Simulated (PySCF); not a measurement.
Species: C9H13B.
Bonds: C1–B2, B2–C3, B2–C4, C4–C5 (double), C5–C6, C6–C7 (double), C7–C8, C8–C9 (double), C9–C10, C4–C10. Hydrogens: H11, H12, H13 on C1; H14, H15, H16 on C3; H17 on C5; H18 on C6; H19 on C7; H20 on C8; H21 on C9; H22, H23 on C10.

Computed by this run: PBE0-D3(BJ)/def2-SVP geometry optimisation, gas phase in PySCF 2.14.0; density fitting, grid level 1; the optimiser is geomeTRIC in internal coordinates, started from a GFN2-xTB structure.

Step 2: E = -10201.5204 eV
```
atom  x, y, z in Å  |  force x, y, z in eV/Å
C1     -1.8605    0.7881    1.2934    0.013  -0.008   0.038
B2     -1.4458   -0.2343    0.1662   -0.009   0.026   0.005
C3     -2.4536   -1.3876   -0.2126   -0.012  -0.025  -0.039
C4     -0.0662   -0.0918   -0.5446    0.029  -0.012   0.029
C5      0.5200   -1.1806   -1.1301   -0.024  -0.045  -0.040
C6      1.8961   -1.3224   -1.5141   -0.005   0.030   0.006
C7      2.9595   -0.7172   -0.8975   -0.031   0.012   0.005
C8      2.8763    0.1875    0.2159    0.026   0.007   0.000
C9      1.8334    1.0166    0.4627   -0.016  -0.021   0.021
C10     0.7265    1.1966   -0.5202    0.023   0.009  -0.047
H11    -1.0274    1.3156    1.7810   -0.002   0.006  -0.005
H12    -2.4929    1.5602    0.8123    0.003  -0.005  -0.019
H13    -2.4947    0.3283    2.0682    0.000   0.000  -0.011
H14    -2.2359   -2.2548    0.4397    0.005   0.013   0.019
H15    -2.3767   -1.7446   -1.2508    0.002  -0.008   0.009
H16    -3.5005   -1.1145   -0.0066    0.005   0.006  -0.004
H17    -0.1000   -2.0723   -1.2811    0.001  -0.003   0.002
H18     2.1263   -2.1066   -2.2434   -0.009   0.001   0.003
H19     3.9601   -1.0594   -1.1833   -0.002   0.003   0.009
H20     3.7182    0.1835    0.9164    0.001   0.003   0.003
H21     1.8058    1.5748    1.4045    0.007   0.007  -0.001
H22     1.1511    1.3748   -1.5250   -0.009   0.009   0.005
H23     0.0942    2.0558   -0.2607    0.004  -0.005   0.013
```

Step 3: E = -10201.5215 eV
```
atom  x, y, z in Å  |  force x, y, z in eV/Å
C1     -1.8750    0.8008    1.2813    0.033  -0.040  -0.014
B2     -1.4441   -0.2323    0.1694   -0.037   0.007   0.016
C3     -2.4421   -1.3985   -0.2015    0.025   0.036  -0.009
C4     -0.0624   -0.0920   -0.5363   -0.017   0.024  -0.018
C5      0.5130   -1.1788   -1.1366    0.075   0.062  -0.013
C6      1.8886   -1.3122   -1.5260   -0.046  -0.012   0.009
C7      2.9542   -0.7157   -0.9053    0.014   0.025   0.038
C8      2.8833    0.1769    0.2195   -0.059  -0.032  -0.082
C9      1.8401    1.0026    0.4752   -0.003   0.033  -0.014
C10     0.7335    1.1958   -0.5076    0.020  -0.078   0.055
H11    -1.0516    1.3447    1.7671   -0.003   0.000   0.005
H12    -2.5074    1.5569    0.7768   -0.015   0.023  -0.015
H13    -2.5149    0.3476    2.0542   -0.006   0.001   0.011
H14    -2.2267   -2.2435    0.4787   -0.002  -0.023   0.027
H15    -2.3478   -1.7817   -1.2283   -0.007  -0.008   0.004
H16    -3.4922   -1.1252   -0.0151   -0.013   0.004  -0.010
H17    -0.1097   -2.0665   -1.2960    0.002  -0.010   0.006
H18     2.1161   -2.0867   -2.2653    0.012  -0.019  -0.016
H19     3.9518   -1.0563   -1.1994    0.033  -0.013  -0.013
H20     3.7294    0.1662    0.9138    0.007  -0.005   0.015
H21     1.8178    1.5561    1.4190   -0.011   0.020   0.025
H22     1.1547    1.3850   -1.5104    0.017  -0.009  -0.027
H23     0.1045    2.0528   -0.2369   -0.018   0.013   0.019
```

Task: Estimate the geometry and energy of step 4. (The exact step hangs on the optimiser's Hessian estimate; all steps are aligned on step 3, rigid shifts and turns removed.)

Result: E = -10201.5223 eV, largest force 0.084 eV/Å
```
atom  x, y, z in Å  |  force x, y, z in eV/Å
C1     -1.8805    0.8094    1.2711    0.022  -0.025  -0.025
B2     -1.4444   -0.2325    0.1705   -0.027  -0.037   0.001
C3     -2.4410   -1.4033   -0.1907    0.035   0.037   0.010
C4     -0.0607   -0.0961   -0.5332    0.023   0.039  -0.028
C5      0.5182   -1.1756   -1.1436    0.003   0.018  -0.006
C6      1.8919   -1.3063   -1.5386   -0.032   0.000   0.012
C7      2.9571   -0.7130   -0.9141   -0.018   0.031   0.028
C8      2.8809    0.1705    0.2169    0.029  -0.015   0.011
C9      1.8395    0.9943    0.4859    0.003  -0.006  -0.084
C10     0.7342    1.1916   -0.4968   -0.019  -0.013   0.066
H11    -1.0607    1.3605    1.7549   -0.004  -0.002   0.008
H12    -2.5111    1.5587    0.7532   -0.009   0.018  -0.001
H13    -2.5243    0.3637    2.0451   -0.005   0.003   0.010
H14    -2.2322   -2.2345    0.5091   -0.007  -0.016   0.013
H15    -2.3394   -1.8067   -1.2088   -0.003  -0.010   0.001
H16    -3.4920   -1.1246   -0.0181   -0.012   0.001  -0.010
H17    -0.1026   -2.0638   -1.3075   -0.007  -0.014   0.003
H18     2.1185   -2.0761   -2.2834    0.005  -0.009  -0.008
H19     3.9561   -1.0501   -1.2092    0.016  -0.002  -0.005
H20     3.7275    0.1540    0.9107    0.014  -0.004   0.014
H21     1.8189    1.5419    1.4338   -0.007  -0.003   0.008
H22     1.1554    1.3885   -1.4984    0.015  -0.006  -0.016
H23     0.1037    2.0453   -0.2186   -0.014   0.013  -0.002
```

The energy changes by -0.0008 eV. The first-order estimate −F·Δx gives -0.0019 eV and the mean of the old and new forces, exact on a quadratic surface, -0.0008 eV. The step makes an angle of 84° with the force vector and moves no atom by more than 0.033 Å.

The cost below is that of the whole optimisation. The run took 8.1 min on an Intel Xeon Platinum 8259CL at 2.50 GHz with one thread, shared host with 96 logical CPUs at a one-minute load of 87, and the process peaked at 0.93 GiB of memory.
